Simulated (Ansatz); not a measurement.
Coupled-cluster run, `C=CC1=C[SiH2]1`.

```yaml
crystal:
  periodic: [false, false, false]
  atoms:
    - {symbol: C, position_ang: [-1.910228, -0.656100, 0.519095]}
    - {symbol: C, position_ang: [-0.761911, -0.190737, 1.005582]}
    - {symbol: C, position_ang: [0.367787, 0.143197, 0.174146]}
    - {symbol: C, position_ang: [1.611057, 0.610774, 0.332576]}
    - {symbol: Si, position_ang: [1.239932, 0.313293, -1.408734]}
    - {symbol: H, position_ang: [-2.039865, -0.804118, -0.547686]}
    - {symbol: H, position_ang: [-2.744729, -0.900121, 1.165561]}
    - {symbol: H, position_ang: [-0.645231, -0.046866, 2.078679]}
    - {symbol: H, position_ang: [2.222892, 0.911962, 1.174465]}
    - {symbol: H, position_ang: [1.780129, -0.865192, -2.129761]}
    - {symbol: H, position_ang: [0.945470, 1.427008, -2.343321]}
basis:
  gaussian: {orbitals: def2-TZVPP}
correlation: {method: ccsd_t}
output: {orbitals: {seedname: orbitals}}
```

```sh
$ ansatz run in.yaml --threads 4 --pin off --events-out ev --progress --plain
```

Output of Ansatz, abridged:

```
Functional definition: HF
1470 factors; integrals over basis functions are off by at most 9.7e-4 eV
mean field evaluation 1: about -12074.3083 eV, gradient 3.5e1 eV
mean field evaluation 2: about -12074.6287 eV, gradient 3.5e1 eV
mean field evaluation 4: about -12078.3224 eV, gradient 4.8e0 eV
mean field evaluation 8: about -12078.4006 eV, gradient 2.5e-1 eV
mean field -12078.40087814 eV, -443.8730452374 hartree, gradient 3.2e-6 eV, S^2 0.000000; 0 other end points of the search recorded, 0 dependent functions left out; unrestricted orbitals would lower it
9 core orbitals not correlated: weight in the atoms' cores, before any rotation towards them, 1.000 or more for the frozen orbitals, at most 0.000 for the correlated occupied ones
reference -12078.40087814 eV, -443.8730452374 hartree; 13, 13 occupied and 228, 228 virtual orbitals, 1470 factors
second order -20.40834119 eV of doubles, -0.00000000 eV of singles
cycle   1  -20.79168060 eV  change   -3.8e-1 eV  update   1.1e-1
cycle   2  -21.39062342 eV  change   -6.0e-1 eV  update   3.4e-2
cycle   3  -21.51163760 eV  change   -1.2e-1 eV  update   1.6e-2
cycle   4  -21.50691418 eV  change    4.7e-3 eV  update   4.9e-3
cycle   5  -21.50717979 eV  change   -2.7e-4 eV  update   2.2e-3
cycle   6  -21.50762349 eV  change   -4.4e-4 eV  update   6.1e-4
cycle   7  -21.50731192 eV  change    3.1e-4 eV  update   2.4e-4
cycle   8  -21.50729351 eV  change    1.8e-5 eV  update   9.0e-5
cycle   9  -21.50730091 eV  change   -7.4e-6 eV  update   3.2e-5
perturbative correction -1.07451445 eV, -0.0394876779 hartree
Total energy: -12100.98269350 eV, -444.7029116456 hartree
```

It took 120 s on 4 threads of a server CPU on a shared host, with 5.3 GiB of host memory at the peak.

MP2 recovers 90.4 % of the CCSD(T) correlation energy and the triples give 4.8 %; T1 = 0.0127.
